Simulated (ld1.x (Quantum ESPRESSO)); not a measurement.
## zinc (Zn): RRKJ pseudisation with LDA (PZ), scalar-relativistic reference atom.

ld1.x (Quantum ESPRESSO) 7.5 was run on this input:

```
&input
   title='Zn', zed=30., rel=1, dft='PZ', iswitch=3,
   config='[Ar] 3d10 4s1.5 4p0',
   nld=3, rlderiv=1.15, eminld=-12.0, emaxld=5.0, deld=0.04
 /
 &inputp
   pseudotype=2, tm=.false., lloc=0,
   nlcc=.false.,
   file_pseudopw='Zn.UPF', file_wfcaegen='ae.wfc', file_wfcncgen='nc.wfc', file_beta='beta', file_chi='chi'
 /
3
3P  2  1   6.00   0.00  1.05  1.05  0.0
3D  3  2  10.00   0.00  1.05  1.05  0.0
3S  1  0   2.00   0.00  0.60  0.60  0.0
 &test
   configts(1)='3s2 3p6 3d10 4s1.5 4p0'
 /
```

Command:

```bash
ld1.x < Zn.in > Zn.out
```

Output (shortened: banner, matrices, multipoles, cross overlaps and the repeated all-electron block are left out):

```
Program LD1 v.7.5
     --------------------------- All-electron run ----------------------------

     Zn
     scalar relativistic calculation

     atomic number is 30.00
     dft =PZ   lsd =0 sic =0 latt =0  beta=0.20 tr2=1.0E-14
     Exchange-correlation= PZ
                           (   1   1   0   0   0   0   0)
     mesh =1201 r(mesh) =  99.36527 a.u. xmin = -7.00 dx = 0.01250
     1 Ry =  13.60569312 eV, c = 137.03599908

     n l     nl                  e(Ry)          e(Ha)          e(eV)
     1 0     1S 1( 2.00)      -699.1117      -349.5559     -9511.8999
     2 0     2S 1( 2.00)       -85.3149       -42.6574     -1160.7683
     2 1     2P 1( 6.00)       -74.0908       -37.0454     -1008.0572
     3 0     3S 1( 2.00)        -9.7963        -4.8982      -133.2855
     3 1     3P 1( 6.00)        -6.4625        -3.2313       -87.9272
     3 2     3D 1(10.00)        -1.1070        -0.5535       -15.0621
     4 0     4S 1( 1.50)        -0.7456        -0.3728       -10.1438
     4 1     4P 1( 0.00)        -0.3252        -0.1626        -4.4241

     final scf error:  7.5E-15 reached in  25 iterations

     Etot =   -3586.332407 Ry,   -1793.166204 Ha,  -48794.538173 eV

     Ekin =    3642.002433 Ry,    1821.001216 Ha,   49551.967453 eV
     Encl =   -8637.939545 Ry,   -4318.969773 Ha, -117525.154670 eV
     Eh   =    1546.912526 Ry,     773.456263 Ha,   21046.817119 eV
     Exc  =    -137.307821 Ry,     -68.653910 Ha,   -1868.168076 eV

     normalization and overlap integrals

     s(1S/1S) =  1.000000  <r> =   0.0504  <r2> =    0.0034  r(max) =   0.0329
     s(2S/2S) =  1.000000  <r> =   0.2266  <r2> =    0.0606  r(max) =   0.1894
     s(2P/2P) =  1.000000  <r> =   0.1985  <r2> =    0.0483  r(max) =   0.1513
     s(3S/3S) =  1.000000  <r> =   0.6825  <r2> =    0.5387  r(max) =   0.5908
     s(3P/3P) =  1.000000  <r> =   0.7143  <r2> =    0.6036  r(max) =   0.5908
     s(3D/3D) =  1.000000  <r> =   0.9051  <r2> =    1.1066  r(max) =   0.5620
     s(4S/4S) =  1.000000  <r> =   2.4910  <r2> =    7.1958  r(max) =   2.0366
     s(4P/4P) =  1.000000  <r> =   3.4355  <r2> =   13.9352  r(max) =   2.7150

     ------------------------ End of All-electron run ------------------------

     --------------------- Generating NC pseudopotential ---------------------

      Generating local pot.: lloc=0, matching radius rcloc =   0.6000

      Wfc   3P  rcut= 1.050  Estimated cut-off energy=      164.59 Ry
      This function has    0 nodes for 0 < r <    1.050

      Wfc   3D  rcut= 1.050  Estimated cut-off energy=      211.85 Ry
      This function has    0 nodes for 0 < r <    1.050

     ------------------- End of pseudopotential generation -------------------

     Computing logarithmic derivative in   1.15324
     Computing logarithmic derivative in   1.15324
     Computing the partial wave expansion
       no projector for channel:   0
     R is outside the sphere for l=    1 j= 0.00
     R is outside the sphere for l=    2 j= 0.00

     ---------------------- Testing the pseudopotential ----------------------

     Zn
     scalar relativistic calculation

     atomic number is 30.00   valence charge is 20.00
     dft =PZ   lsd =0 sic =0 latt =0  beta=0.20 tr2=1.0E-14
     mesh =1201 r(mesh) =  99.36527 xmin = -7.00 dx = 0.01250

     n l     nl             e AE (Ry)        e PS (Ry)    De AE-PS (Ry)
     1 0     3S   1( 2.00)       -9.79630       -9.79679        0.00049
     2 1     3P   1( 6.00)       -6.46253       -6.46253        0.00000
     3 2     3D   1(10.00)       -1.10705       -1.10706        0.00001
     2 0     4S   1( 1.50)       -0.74555       -0.74964        0.00409
     3 1     4P   1( 0.00)       -0.32517       -0.32561        0.00044

     eps = 9.2E-15  iter = 19

     Etot =   -3586.332407 Ry,   -1793.166204 Ha,  -48794.538173 eV
     Etotps =  -446.304790 Ry,    -223.152395 Ha,   -6072.286013 eV

     Ekin =     255.757283 Ry,     127.878642 Ha,    3479.755112 eV
     Encl =    -964.875277 Ry,    -482.437638 Ha,  -13127.796915 eV
     Ehrt =     388.517281 Ry,     194.258641 Ha,    5286.046905 eV
     Ecxc =     -40.242198 Ry,     -20.121099 Ha,    -547.523002 eV
     Epseu=     -85.461880 Ry,     -42.730940 Ha,   -1162.768113 eV

     ---------------------- End of pseudopotential test ----------------------
```

Generation and configuration tests took about 1.8 s on one core of a shared server CPU.

Transferability test of the new file with ld1.x, input:

```
&input
   title='Zn', zed=30., rel=1, dft='PZ', iswitch=2,
   config='[Ar] 3d10 4s1.5 4p0'
 /
 &test
   file_pseudo='Zn.UPF', nconf=10,
   configts(1)='3s2 3p6 3d10 4s1.5 4p0',
   configts(2)='3s2 3p6 3d10 4s2 4p0',
   configts(3)='3s2 3p6 3d10 4s1 4p0',
   configts(4)='3s2 3p6 3d10 4s0 4p0',
   configts(5)='3s2 3p6 3d10 4s0 4p2',
   configts(6)='3s2 3p6 3d8 4s0 4p0',
   configts(7)='3s2 3p6 3d9 4s0 4p0',
   configts(8)='3s2 3p6 3d10 4s1 4p1',
   configts(9)='3s2 3p6 3d10 4s1.5 4p0', lsdts(9)=1,
   configts(10)='3s2 3p6 3d10 4s1 4p0', lsdts(10)=1
 /
```

```bash
ld1.x < Zn.test.in > Zn.test.out
```

Pseudopotential blocks of its output, shortened (energy terms left out):

```
     ---------------------- Testing the pseudopotential ----------------------

     n l     nl             e AE (Ry)        e PS (Ry)    De AE-PS (Ry)
     1 0     3S   1( 2.00)       -9.79630       -9.79679        0.00049
     2 1     3P   1( 6.00)       -6.46253       -6.46254        0.00000
     3 2     3D   1(10.00)       -1.10705       -1.10706        0.00001
     2 0     4S   1( 1.50)       -0.74555       -0.74964        0.00409
     3 1     4P   1( 0.00)       -0.32517       -0.32561        0.00044

     eps = 5.9E-15  iter = 16

     Etot =   -3586.332408 Ry,   -1793.166204 Ha,  -48794.538186 eV
     Etotps =  -446.304795 Ry,    -223.152397 Ha,   -6072.286074 eV

     ---------------------- End of pseudopotential test ----------------------

          ---------------------- Testing the pseudopotential ----------------------

     n l     nl             e AE (Ry)        e PS (Ry)    De AE-PS (Ry)
     1 0     3S   1( 2.00)       -9.45374       -9.45343       -0.00032
     2 1     3P   1( 6.00)       -6.11955       -6.11876       -0.00079
     3 2     3D   1(10.00)       -0.76600       -0.76481       -0.00120
     2 0     4S   1( 2.00)       -0.45758       -0.46066        0.00308
     3 1     4P   1( 0.00)       -0.09070       -0.09070       -0.00000

     eps = 2.5E-16  iter = 20

     Etot =   -3586.632149 Ry,   -1793.316075 Ha,  -48798.616369 eV
     Etotps =  -446.606361 Ry,    -223.303180 Ha,   -6076.389090 eV
     dEtot_ae =      -0.299741 Ry
     dEtot_ps =      -0.301566 Ry,   Delta E=       0.001825 Ry

     ---------------------- End of pseudopotential test ----------------------

          ---------------------- Testing the pseudopotential ----------------------

     n l     nl             e AE (Ry)        e PS (Ry)    De AE-PS (Ry)
     1 0     3S   1( 2.00)      -10.17047      -10.17181        0.00134
     2 1     3P   1( 6.00)       -6.83712       -6.83796        0.00084
     3 2     3D   1(10.00)       -1.47867       -1.48000        0.00133
     2 0     4S   1( 1.00)       -1.05453       -1.05965        0.00513  !
     3 1     4P   1( 0.00)       -0.58792       -0.58888        0.00096

     eps = 3.5E-17  iter = 12

     Etot =   -3585.883189 Ry,   -1792.941594 Ha,  -48788.426244 eV
     Etotps =  -445.853224 Ry,    -222.926612 Ha,   -6066.142145 eV
     dEtot_ae =       0.449219 Ry
     dEtot_ps =       0.451570 Ry,   Delta E=      -0.002351 Ry

     ---------------------- End of pseudopotential test ----------------------

          ---------------------- Testing the pseudopotential ----------------------

     n l     nl             e AE (Ry)        e PS (Ry)    De AE-PS (Ry)
     1 0     3S   1( 2.00)      -10.99538      -10.99874        0.00336
     2 1     3P   1( 6.00)       -7.66275       -7.66556        0.00281
     3 2     3D   1(10.00)       -2.29479       -2.29931        0.00452
     2 0     4S   1( 0.00)       -1.70832       -1.71584        0.00752  !
     3 1     4P   1( 0.00)       -1.15374       -1.15604        0.00230

     eps = 1.4E-15  iter = 12

     Etot =   -3584.503714 Ry,   -1792.251857 Ha,  -48769.657528 eV
     Etotps =  -444.467347 Ry,    -222.233674 Ha,   -6047.286330 eV
     dEtot_ae =       1.828695 Ry
     dEtot_ps =       1.837447 Ry,   Delta E=      -0.008753 Ry

     ---------------------- End of pseudopotential test ----------------------

          ---------------------- Testing the pseudopotential ----------------------

     n l     nl             e AE (Ry)        e PS (Ry)    De AE-PS (Ry)
     1 0     3S   1( 2.00)       -9.75237       -9.75447        0.00210
     2 1     3P   1( 6.00)       -6.41868       -6.42032        0.00164
     3 2     3D   1(10.00)       -1.05773       -1.05994        0.00221
     2 0     4S   1( 0.00)       -0.64255       -0.64751        0.00496
     3 1     4P   1( 2.00)       -0.22041       -0.22136        0.00095

     eps = 7.0E-15  iter = 21

     Etot =   -3585.841724 Ry,   -1792.920862 Ha,  -48787.862086 eV
     Etotps =  -445.808759 Ry,    -222.904379 Ha,   -6065.537161 eV
     dEtot_ae =       0.490684 Ry
     dEtot_ps =       0.496036 Ry,   Delta E=      -0.005352 Ry

     ---------------------- End of pseudopotential test ----------------------

          ---------------------- Testing the pseudopotential ----------------------

     n l     nl             e AE (Ry)        e PS (Ry)    De AE-PS (Ry)
     1 0     3S   1( 2.00)      -14.27240      -14.28804        0.01565  !
     2 1     3P   1( 6.00)      -10.90654      -10.92164        0.01509  !
     3 2     3D   1( 8.00)       -5.41473       -5.41559        0.00086
     2 0     4S   1( 0.00)       -3.64176       -3.66032        0.01856  !
     3 1     4P   1( 0.00)       -2.87536       -2.88314        0.00777  !

     eps = 8.6E-15  iter = 20

     Etot =   -3576.930517 Ry,   -1788.465259 Ha,  -48666.618937 eV
     Etotps =  -436.884464 Ry,    -218.442232 Ha,   -5944.115946 eV
     dEtot_ae =       9.401891 Ry
     dEtot_ps =       9.420331 Ry,   Delta E=      -0.018439 Ry

     ---------------------- End of pseudopotential test ----------------------

          ---------------------- Testing the pseudopotential ----------------------

     n l     nl             e AE (Ry)        e PS (Ry)    De AE-PS (Ry)
     1 0     3S   1( 2.00)      -12.53353      -12.54338        0.00985  !
     2 1     3P   1( 6.00)       -9.18612       -9.19534        0.00922  !
     3 2     3D   1( 9.00)       -3.75316       -3.75861        0.00544  !
     2 0     4S   1( 0.00)       -2.62200       -2.63414        0.01213  !
     3 1     4P   1( 0.00)       -1.95557       -1.96003        0.00446

     eps = 2.9E-16  iter = 10

     Etot =   -3581.498312 Ry,   -1790.749156 Ha,  -48728.766951 eV
     Etotps =  -441.456467 Ry,    -220.728234 Ha,   -6006.321221 eV
     dEtot_ae =       4.834097 Ry
     dEtot_ps =       4.848327 Ry,   Delta E=      -0.014231 Ry

     ---------------------- End of pseudopotential test ----------------------

          ---------------------- Testing the pseudopotential ----------------------

     n l     nl             e AE (Ry)        e PS (Ry)    De AE-PS (Ry)
     1 0     3S   1( 2.00)       -9.61648       -9.61742        0.00093
     2 1     3P   1( 6.00)       -6.28262       -6.28308        0.00046
     3 2     3D   1(10.00)       -0.92554       -0.92611        0.00057
     2 0     4S   1( 1.00)       -0.56192       -0.56606        0.00414
     3 1     4P   1( 1.00)       -0.16595       -0.16652        0.00058

     eps = 8.1E-15  iter = 19

     Etot =   -3586.251149 Ry,   -1793.125574 Ha,  -48793.432591 eV
     Etotps =  -446.222011 Ry,    -223.111006 Ha,   -6071.159750 eV
     dEtot_ae =       0.081260 Ry
     dEtot_ps =       0.082783 Ry,   Delta E=      -0.001524 Ry

     ---------------------- End of pseudopotential test ----------------------

          ---------------------- Testing the pseudopotential ----------------------

     n l     nl             e AE (Ry)        e PS (Ry)    De AE-PS (Ry)
     1 0     3S   1( 1.00)       -9.79594       -9.79645        0.00051
     2 1     3P   1( 3.00)       -6.46247       -6.46254        0.00007
     3 2     3D   1( 5.00)       -1.10927       -1.10936        0.00009
     2 0     4S   1( 1.00)       -0.75951       -0.76360        0.00409
     3 1     4P   1( 0.00)       -0.33613       -0.33656        0.00043
     1 0     3S   2( 1.00)       -9.79493       -9.79540        0.00047
     2 1     3P   2( 3.00)       -6.46086       -6.46080       -0.00006
     3 2     3D   2( 5.00)       -1.10307       -1.10300       -0.00006
     2 0     4S   2( 0.50)       -0.72924       -0.73334        0.00410
     3 1     4P   2( 0.00)       -0.31226       -0.31272        0.00046

     eps = 8.0E-15  iter = 18

     Etot =   -3586.336179 Ry,   -1793.168089 Ha,  -48794.589484 eV
     Etotps =  -446.308557 Ry,    -223.154279 Ha,   -6072.337266 eV
     dEtot_ae =      -0.003770 Ry
     dEtot_ps =      -0.003763 Ry,   Delta E=      -0.000008 Ry

     ---------------------- End of pseudopotential test ----------------------

          ---------------------- Testing the pseudopotential ----------------------

     n l     nl             e AE (Ry)        e PS (Ry)    De AE-PS (Ry)
     1 0     3S   1( 1.00)      -10.16753      -10.16890        0.00137
     2 1     3P   1( 3.00)       -6.83491       -6.83588        0.00097
     3 2     3D   1( 5.00)       -1.48160       -1.48313        0.00152
     2 0     4S   1( 1.00)       -1.08507       -1.09019        0.00512  !
     3 1     4P   1( 0.00)       -0.61408       -0.61502        0.00094
     1 0     3S   2( 1.00)      -10.16534      -10.16663        0.00129
     2 1     3P   2( 3.00)       -6.83131       -6.83201        0.00070
     3 2     3D   2( 5.00)       -1.46749       -1.46869        0.00120
     2 0     4S   2( 0.00)       -1.00933       -1.01458        0.00525  !
     3 1     4P   2( 0.00)       -0.54694       -0.54803        0.00108

     eps = 4.3E-15  iter = 17

     Etot =   -3585.901422 Ry,   -1792.950711 Ha,  -48788.674322 eV
     Etotps =  -445.871436 Ry,    -222.935718 Ha,   -6066.389933 eV
     dEtot_ae =       0.430986 Ry
     dEtot_ps =       0.433358 Ry,   Delta E=      -0.002372 Ry

     ---------------------- End of pseudopotential test ----------------------
```
